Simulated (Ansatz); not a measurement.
Start from `O[Si](F)(F)F` and change one element to get `[OH][Sn]([F])([F])[F]`.

Ansatz, PBE0-D4/def2-TZVP geometries, multiplicity 1. Each molecule was computed in one conformer, which needn't be the lowest.

Elements past krypton have def2 core potentials.

| property | `O[Si](F)(F)F` |
| --- | --- |
| HOMO–LUMO gap (PBE0/def2-TZVPP) / eV | 10.88 |
| HOMO energy (PBE/def2-TZVPP) / eV | -8.81 |
| HOMO energy (B3LYP/def2-TZVPP) / eV | -10.40 |
| LUMO energy (PBE/def2-TZVPP) / eV | -0.75 |
| HOMO energy (ωB97M-V/def2-TZVPP) / eV | -13.20 |
| HOMO–LUMO gap (B3LYP/def2-TZVPP) / eV | 10.17 |

(1) Give the same properties after the change, and the shifts. (Best estimate.)

Answers

(1) Ansatz gave: 
| property | `[OH][Sn]([F])([F])[F]` | shift |
| --- | --- | --- |
| HOMO–LUMO gap (PBE0/def2-TZVPP) / eV | 7.46 | -3.42 |
| HOMO energy (PBE/def2-TZVPP) / eV | -8.62 | 0.19 |
| HOMO energy (B3LYP/def2-TZVPP) / eV | -10.19 | 0.21 |
| LUMO energy (PBE/def2-TZVPP) / eV | -4.02 | -3.27 |
| HOMO energy (ωB97M-V/def2-TZVPP) / eV | -12.98 | 0.22 |
| HOMO–LUMO gap (B3LYP/def2-TZVPP) / eV | 6.78 | -3.39 |

With PBE0 the HOMO rises by 0.22 eV and the LUMO falls by 3.20 eV, so the gap narrows by about 3.42 eV. PBE moves the HOMO by 0.19 eV and ωB97M-V by 0.22 eV.

B3LYP here is the variant with VWN-RPA as its local correlation; programs differ in this.
